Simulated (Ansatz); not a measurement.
Molecule: HSe (charge 0, doublet). SMILES: [SeH]
Geometry: optimised at B3LYP-D3(BJ)/def2-TZVP (Ansatz, an electronic-structure program).

Property: size of the dipole moment, in D. Set-up: LANL2DZ with its own core potentials from Na on; six Cartesian d functions in 6-31G* and its kin unless marked 5d; UHF or UKS for open shells; non-relativistic; spin-orbit terms left out. First-principles rows: single points at B3LYP-D3(BJ) geometries (Ansatz).

```
level                              program  size of the dipole moment (D)
---------------------------------  -------  -----------------------------
B3LYP/STO-3G                        Ansatz                           0.98
B3LYP/3-21G                         Ansatz                           0.80
B3LYP/LANL2DZ                       Ansatz                           0.88
B3LYP/6-31G                         Ansatz                           0.94
B3LYP/6-31G*                        Ansatz                           0.75
B3LYP/6-31G**                       Ansatz                           0.75
B3LYP/def2-SVP                      Ansatz                           0.64
B3LYP/6-31G* with LANL2DZ past Ar   Ansatz                           0.87
```

No value to compare with is used here. The 8 habitual levels span 0.64 (B3LYP/def2-SVP) to 0.98 D (B3LYP/STO-3G).

The sets are all those run for this method; runs whose electronic state is in doubt are left out.
